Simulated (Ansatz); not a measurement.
C2H9GeN, SMILES `C[CH2][GeH2][NH2]`, 13 atoms. The species carries charge 0 and has multiplicity 1. Correlated methods include outer-core shells of Ge, which these sets cover unevenly. Scalar relativity is left out up to krypton. All runs use 4 threads of an Arm Neoverse V1 on a shared host. Correlated methods freeze the cores.

**Question.** Give the basis size and wall time and peak host memory of each of these runs in Ansatz. RKS CAM-B3LYP-D4/def2-TZVPP energy; RKS PBE0-D4/def2-QZVPP energy; RKS r2SCAN0-D4/def2-TZVPP energy; RHF-MP2/def2-QZVPP energy; RKS ωB97M-V/def2-QZVPP energy; RKS PBE0-D4/def2-TZVP relaxation (7 steps); RKS ωB97M-V/def2-SVP energy; RHF-CCSD(T)/def2-TZVPP energy; RKS r2SCAN-D4/def2-TZVPP energy and forces; direct RPA on PBE orbitals/def2-TZVPP energy; RKS PBE0-D4/def2-TZVP frequencies; RHF-CCSD(T)/def2-SVP energy. (Estimate.)

**Answer.** The calculation gave: Other jobs shared the machine, so times are rough.

```json
{"level": "RKS CAM-B3LYP-D4/def2-TZVPP", "job": "energy", "functions": "267", "wall time": "4.7 s", "peak host memory (GiB)": "0.81"}
{"level": "RKS ωB97M-V/def2-SVP", "job": "energy", "functions": "119", "wall time": "5.5 s", "peak host memory (GiB)": "0.53"}
{"level": "RKS r2SCAN-D4/def2-TZVPP", "job": "energy and forces", "functions": "267", "wall time": "6.5 s", "peak host memory (GiB)": "0.38"}
{"level": "RKS r2SCAN0-D4/def2-TZVPP", "job": "energy", "functions": "267", "wall time": "7 s", "peak host memory (GiB)": "0.74"}
{"level": "direct RPA on PBE orbitals/def2-TZVPP", "job": "energy", "functions": "267", "wall time": "7.5 s", "peak host memory (GiB)": "0.67"}
{"level": "RKS PBE0-D4/def2-QZVPP", "job": "energy", "functions": "530", "wall time": "11 s", "peak host memory (GiB)": "2.1"}
{"level": "RHF-CCSD(T)/def2-SVP", "job": "energy", "functions": "119", "wall time": "12 s", "peak host memory (GiB)": "0.69"}
{"level": "RKS ωB97M-V/def2-QZVPP", "job": "energy", "functions": "530", "wall time": "28 s", "peak host memory (GiB)": "2.5"}
{"level": "RKS PBE0-D4/def2-TZVP", "job": "relaxation (7 steps)", "functions": "195", "wall time": "30 s", "peak host memory (GiB)": "0.52"}
{"level": "RHF-MP2/def2-QZVPP", "job": "energy", "functions": "530", "wall time": "38 s", "peak host memory (GiB)": "3.9"}
{"level": "RKS PBE0-D4/def2-TZVP", "job": "frequencies", "functions": "195", "wall time": "3.6 min", "peak host memory (GiB)": "0.53"}
{"level": "RHF-CCSD(T)/def2-TZVPP", "job": "energy", "functions": "267", "wall time": "5.6 min", "peak host memory (GiB)": "7"}
```
